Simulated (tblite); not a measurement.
A geometry optimisation, step by step.

C5H11BO.
Atom-mapped SMILES: `[CH3:1][BH:2][O:3][CH2:4][CH:5]1[CH2:6][CH2:7]1` (hydrogens: H8, H9, H10 on C1; H11 on B2; H12, H13 on C4; H14 on C5; H15, H16 on C6; H17, H18 on C7)

Computed with GFN2-xTB (tblite), gas phase: L-BFGS steps from a force-field or distance-geometry start until the largest atomic force falls under 0.01 eV/Å. 5 of its 108 geometries are shown.

Step 0: E = -587.1979 eV, largest atomic force 2.388 eV/Å
```
atom  x, y, z in Å  |  force x, y, z in eV/Å
C1      2.954   -0.010    0.831   -0.707  -0.113   0.155
B2      2.165   -0.625   -0.415   -1.120  -0.701   0.690
O3      0.765   -1.027   -0.271    1.875   1.376  -0.541
C4     -0.059    0.069   -0.667   -0.822  -0.911   0.152
C5     -1.524   -0.371   -0.544   -0.316   0.599   0.316
C6     -2.526    0.755   -0.332    0.356  -0.258   0.474
C7     -2.161   -0.176    0.812   -0.358  -0.028  -0.186
H8      2.271    0.075    1.709    0.741  -0.031  -0.525
H9      3.811   -0.660    1.094   -0.444   0.607  -0.108
H10     3.311    1.003    0.568    0.045  -0.599   0.251
H11     2.735   -0.808   -1.428   -0.193  -0.008  -0.095
H12     0.133    0.951   -0.013   -0.155  -0.392  -0.340
H13     0.119    0.339   -1.714    0.258   0.103  -0.080
H14    -1.894   -1.233   -1.146    0.751   0.765   0.475
H15    -2.101    1.787   -0.225   -0.878  -1.072  -0.508
H16    -3.530    0.572   -0.749    0.767   0.721   0.129
H17    -1.521    0.289    1.599   -0.872  -0.916  -0.568
H18    -2.956   -0.923    1.059    1.069   0.858   0.309
```

Step 27: E = -587.9700 eV, largest atomic force 0.524 eV/Å
```
atom  x, y, z in Å  |  force x, y, z in eV/Å
C1      3.050   -0.096    0.868   -0.121   0.060   0.234
B2      2.237   -0.670   -0.380    0.018  -0.091   0.151
O3      0.964   -0.565   -0.714   -0.204   0.004  -0.295
C4     -0.132    0.309   -0.808   -0.230   0.296  -0.073
C5     -1.503   -0.284   -0.501    0.010  -0.029  -0.027
C6     -2.658    0.665   -0.305    0.040  -0.104   0.266
C7     -2.171   -0.180    0.840    0.075   0.059  -0.061
H8      2.455   -0.045    1.765   -0.433   0.071   0.281
H9      3.889   -0.736    1.127    0.094  -0.019  -0.234
H10     3.442    0.903    0.729    0.102   0.199  -0.222
H11     2.842   -1.388   -1.099   -0.064  -0.221  -0.015
H12    -0.059    1.249   -0.232    0.438  -0.267   0.108
H13    -0.129    0.575   -1.884   -0.172   0.190   0.177
H14    -1.722   -1.181   -1.063    0.080  -0.111  -0.063
H15    -2.433    1.724   -0.264   -0.043  -0.110  -0.054
H16    -3.635    0.444   -0.725    0.319   0.000  -0.030
H17    -1.659    0.297    1.664    0.031   0.006  -0.132
H18    -2.788   -1.014    1.151    0.062   0.066  -0.012
```

Step 54: E = -588.4695 eV, largest atomic force 0.063 eV/Å
```
atom  x, y, z in Å  |  force x, y, z in eV/Å
C1      2.729   -0.030    0.760   -0.032  -0.013   0.028
B2      2.095   -0.879   -0.432   -0.022   0.058  -0.010
O3      0.935   -0.633   -1.026   -0.004  -0.017  -0.032
C4      0.005    0.385   -0.732   -0.017  -0.042   0.014
C5     -1.359   -0.242   -0.509    0.003  -0.020   0.030
C6     -2.560    0.626   -0.291    0.029   0.019  -0.035
C7     -2.004   -0.180    0.842    0.013  -0.021   0.005
H8      2.031    0.093    1.587   -0.011   0.020  -0.007
H9      3.622   -0.501    1.161    0.017   0.027  -0.008
H10     3.008    0.972    0.430   -0.017  -0.043   0.002
H11     2.652   -1.808   -0.888    0.036  -0.021  -0.003
H12     0.310    0.964    0.147    0.009   0.026  -0.011
H13    -0.029    1.059   -1.599    0.021  -0.017  -0.028
H14    -1.488   -1.149   -1.086   -0.005   0.035   0.001
H15    -2.411    1.695   -0.285   -0.001   0.022   0.046
H16    -3.501    0.324   -0.725   -0.004  -0.011  -0.016
H17    -1.481    0.347    1.626   -0.017  -0.022   0.016
H18    -2.563   -1.036    1.189    0.002   0.018   0.008
```

Step 80: E = -588.4816 eV, largest atomic force 0.059 eV/Å
```
atom  x, y, z in Å  |  force x, y, z in eV/Å
C1      2.648    0.021    0.771   -0.031  -0.021   0.006
B2      2.098   -0.894   -0.416   -0.021   0.005  -0.019
O3      0.942   -0.708   -1.043    0.056  -0.006   0.019
C4      0.010    0.322   -0.799   -0.007  -0.052   0.000
C5     -1.361   -0.262   -0.532   -0.038  -0.001   0.002
C6     -2.482    0.681   -0.223   -0.032   0.027   0.035
C7     -1.962   -0.236    0.841    0.023  -0.023   0.007
H8      1.913    0.124    1.568    0.009  -0.006   0.017
H9      3.553   -0.381    1.214    0.027  -0.016   0.012
H10     2.878    1.029    0.428   -0.005   0.001  -0.037
H11     2.705   -1.815   -0.826   -0.010   0.024   0.033
H12     0.325    0.954    0.037    0.003   0.028   0.026
H13    -0.031    0.939   -1.706    0.025   0.008  -0.044
H14    -1.575   -1.124   -1.152   -0.003   0.037  -0.014
H15    -2.239    1.730   -0.144   -0.012   0.034  -0.007
H16    -3.458    0.495   -0.642   -0.033  -0.029  -0.016
H17    -1.390    0.195    1.649    0.009  -0.010  -0.021
H18    -2.583   -1.066    1.145    0.041   0.002   0.000
```

Step 107: E = -588.5015 eV, largest atomic force 0.009 eV/Å
```
atom  x, y, z in Å  |  force x, y, z in eV/Å
C1      2.517    0.087    0.824   -0.004   0.000  -0.002
B2      2.005   -0.934   -0.292   -0.001  -0.001   0.000
O3      0.923   -0.767   -1.041   -0.005   0.000   0.004
C4      0.011    0.310   -0.976   -0.001   0.003  -0.001
C5     -1.373   -0.203   -0.649    0.002   0.001   0.005
C6     -2.391    0.731   -0.069   -0.001   0.000   0.003
C7     -1.796   -0.348    0.782    0.001   0.006   0.000
H8      1.798    0.178    1.638   -0.001   0.001   0.002
H9      3.461   -0.223    1.262   -0.006  -0.001   0.000
H10     2.659    1.087    0.417    0.002   0.002   0.004
H11     2.587   -1.927   -0.529    0.005  -0.003  -0.006
H12     0.323    1.049   -0.229   -0.002  -0.002   0.001
H13     0.007    0.789   -1.964   -0.002  -0.003  -0.004
H14    -1.720   -0.956   -1.346    0.002   0.005   0.004
H15    -2.093    1.751    0.121    0.003   0.002  -0.006
H16    -3.418    0.634   -0.387    0.000  -0.007  -0.002
H17    -1.096   -0.058    1.551    0.003  -0.008   0.000
H18    -2.412   -1.192    1.055    0.004   0.005  -0.003
```

Q: Summarise the path.

A: The energy falls by 125.78 kJ/mol from step 0 to step 107; nine tenths of that is first reached at step 40. It rises by more than 0.2 meV at step 26. The largest force goes from 2.388 to 0.009 eV/Å. Among the bonds B2–O3 changes most, from 1.463 to 1.327 Å; the atoms move by 0.580 Å rms after alignment.

The cost below is that of the whole relaxation. Hardware: Intel Xeon 6975P-C, one thread, shared host with 192 logical CPUs at a one-minute load of 45. Cost: 0.42 s wall.
